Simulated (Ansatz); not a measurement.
**Reading a saddle point**

A first-order saddle point of CH7GeN, singlet, PBE0-D4/def2-TZVP, with one imaginary mode of 1627i cm⁻¹:

```json
{"atom": "Ge1", "x (Å)": "-1.0315", "y (Å)": "-0.1146", "z (Å)": "-0.3625"}
{"atom": "C2", "x (Å)": "1.1087", "y (Å)": "0.5053", "z (Å)": "-0.0556"}
{"atom": "N3", "x (Å)": "-0.9520", "y (Å)": "-0.7920", "z (Å)": "1.2684"}
{"atom": "H4", "x (Å)": "0.3724", "y (Å)": "-0.2488", "z (Å)": "0.7415"}
{"atom": "H5", "x (Å)": "-0.9740", "y (Å)": "-0.9030", "z (Å)": "-1.6976"}
{"atom": "H6", "x (Å)": "-1.5604", "y (Å)": "1.3112", "z (Å)": "-0.6432"}
{"atom": "H7", "x (Å)": "1.1001", "y (Å)": "0.5975", "z (Å)": "-1.1515"}
{"atom": "H8", "x (Å)": "1.9987", "y (Å)": "-0.0939", "z (Å)": "0.1595"}
{"atom": "H9", "x (Å)": "1.1907", "y (Å)": "1.4964", "z (Å)": "0.3857"}
{"atom": "H10", "x (Å)": "-1.2527", "y (Å)": "-1.7580", "z (Å)": "1.3556"}
```

Ansatz 0.2.0; basis: def2-TZVPP and def2-QZVPP; cores frozen in the correlated methods. Filled d shells of the heavier atoms are correlated. The def2 sets are not built for correlating such inner shells, so the correlated values are less sure here. Extrapolation: Hartree–Fock as exp(−7.88 √X), correlation as X^−2.97.

(1) Which contacts change along the imaginary mode, and what lies on either side? (Judge from chemistry; the calculation decides.)

(2) Which side is lower, and how far does the saddle lie above each? (An estimate is asked for; the value comes from the calculation.)

The T1 diagnostic stays at or below 0.017. The restricted Hartree–Fock reference is unstable towards an unrestricted one at one or more of these structures.

Results:

(1) The calculation gives: The step is CH₇GeN ([CH3][GeH2][NH2]) → GeNH₃ ([NH][GeH2]) + CH₄, with the molecules in contact on both sides. Shortening one way: C2–H4; lengthening the same way: Ge1–C2, N3–H4.
```
  pair  one side (Å)  saddle (Å)  other side (Å)
 C2–H4          3.30        1.32            1.09
Ge1–C2          1.95        2.25            3.56
 N3–H4          1.01        1.53            3.52
```

(2) The calculation gives: The side with Ge1–C2, N3–H4 short is lower by 194.5 kJ/mol; the saddle lies 372.4 kJ/mol above it and 177.9 kJ/mol above the other (CCSD(T) at an estimated basis limit (MP2 extrapolated from triple and quadruple zeta, plus CCSD(T) − MP2 in triple zeta); electronic energies).

Labels in which every atom is bracketed show which atoms are joined, not bond orders.

For scale, one of the runs: CCSD(T)/def2-TZVPP, 208 basis functions, launched by `ansatz run in.yaml --threads 4 --pin off --events-out ev --progress --plain --max-ram 9574MiB`. The run took 64 s on 4 CPU threads of an Arm Neoverse V1 (shared host), with 2.9 GiB of host memory at its peak.
